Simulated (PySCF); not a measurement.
F₄Hf, multiplicity 1. Atoms are numbered in the order given.

```xyz
5

Hf     0.0000     0.0000     0.0000
F     -1.0991     1.0991    -1.0991
F      1.0991     1.0991     1.0991
F      1.0991    -1.0991    -1.0991
F     -1.0991    -1.0991     1.0991
```
Charge 0, spin multiplicity 1.

Geometry optimised at PBE0-D3(BJ)/def2-SVP. The multiplicity is an assumed one; other spin states were not compared. The isomer is the one that the SMILES or the coordinates give; other isomers of the formula were not compared. The def2 effective core potentials stand for the cores of Hf; spin–orbit coupling is left out.

All values below come from PySCF with PBE0-D3(BJ)/def2-SVP.

Frequencies are harmonic and unscaled.

Modes within 1.5 cm⁻¹ of each other (mostly degenerate sets) share a row, with their intensities summed.

Task: List the normal modes with their intensities. (Estimate from the structure and the level; the computed values follow.)

Result: 
```
mode  ν (cm⁻¹)  IR (km/mol)  Raman (Å⁴/amu)  depolarisation  moving atoms (share of kinetic energy)
----  --------  -----------  --------------  --------------  --------------------------------------
1–3        156         83.3             0.6            0.75                         F 84 %, Hf 16 %
4–5        162          0.0             2.4            0.75                                 F 100 %
6–8        679        420.6             0.6            0.75                         F 86 %, Hf 14 %
9          687          0.0             7.6            0.00                                 F 100 %
```
